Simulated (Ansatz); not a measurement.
A run on `[F][Nb]([F])([F])([F])[Cl]` with other settings.

```yaml
crystal:
  periodic: [false, false, false]
  atoms:
    - {symbol: F, position_ang: [-0.881105, -1.504472, 0.818128]}
    - {symbol: Nb, position_ang: [0.047432, -0.063787, -0.040339]}
    - {symbol: F, position_ang: [1.582796, -0.637741, 0.689840]}
    - {symbol: F, position_ang: [-0.759637, -0.528699, -1.630547]}
    - {symbol: F, position_ang: [1.076100, 1.069087, -1.019296]}
    - {symbol: Cl, position_ang: [-1.046901, 1.599193, 1.079561]}
basis:
  gaussian: {orbitals: def2-mTZVP, point_charges: [{charge: 0.50, position_ang: [4.276, 0.289, -0.663]}]}
hamiltonian: {xc: {name: B97M-V}, pseudopotentials: {relativity: scalar}}
```

```sh
$ ansatz run in.yaml --threads 4 --pin off --events-out ev --progress --plain --max-ram 10444MiB
```

It prints (some lines left out):

```
Functional definition: B97M-V
1106 factors; their error is unknown
mean field evaluation 1: about -24979.5353 eV, gradient 8.1e1 eV
mean field evaluation 2: about -24809.4968 eV, gradient 3.3e2 eV
mean field evaluation 4: about -24987.3085 eV, gradient 3.9e1 eV
mean field evaluation 8: about -24989.8112 eV, gradient 2.9e-1 eV
mean field evaluation 16: about -24989.8056 eV, gradient 6.3e-4 eV
mean field -24989.80557977 eV, -918.3584163581 hartree, gradient 7.5e-5 eV, S^2 0.000000; 0 other end points of the search recorded, 0 dependent functions left out
reference -24989.80566183 eV, -918.3584193737 hartree; 33, 33 occupied and 98, 98 virtual orbitals, 1106 factors
Total energy: -24989.80566183 eV, -918.3584193737 hartree
Relativity: scalar
```

It took 2.4 s on 4 threads of an Intel Xeon 6975P-C on a shared host, with 0.41 GiB of host memory at the peak.
